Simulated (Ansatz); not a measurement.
`COBS` → `[BH]OC`• + `[SH]`•  (homolysis of the B–S bond)

Computed with Ansatz on PBE0-D4/def2-TZVP structures; ΔE is electronic, products minus reactants. CBS: MP2 limit from def2 TZ/QZ plus the TZ coupled-cluster correction, frozen cores. This one scheme is used for every species. Functionals use def2-TZVPP. No spin–orbit coupling; open shells (•) take unrestricted orbitals. Each species was taken in one conformer, which may not be the lowest.

Question: What is ΔE at CCSD(T)/CBS? (An estimate is asked.)

Answer: Ansatz gave: +463.6 kJ/mol.

Question: What do these levels give: BLYP-D4, ωB97M-V, B2PLYP, PBE-QIDH, LC-ωPBE, HF/def2-QZVPP? (Estimate.)

Answer: The calculation gave: BLYP-D4 440.5, ωB97M-V 468.9, B2PLYP 447.5, PBE-QIDH 461.5, LC-ωPBE 445.1, HF/def2-QZVPP 335.9 kJ/mol.

Largest T1 diagnostic among the species: 0.015.

In def2-TZVPP, CCSD(T) changes the Hartree–Fock value by +114.8 kJ/mol (the triples alone add +11.0 kJ/mol) and MP2 by +130.5 kJ/mol; breaking electron pairs costs correlation energy, which Hartree–Fock lacks. At CCSD(T), def2-SVP lies −18.7 kJ/mol from the extrapolated value and def2-TZVPP −11.5 kJ/mol: correlation converges slowly with the basis, and small sets miss more of it in the bonded molecule than in its fragments.
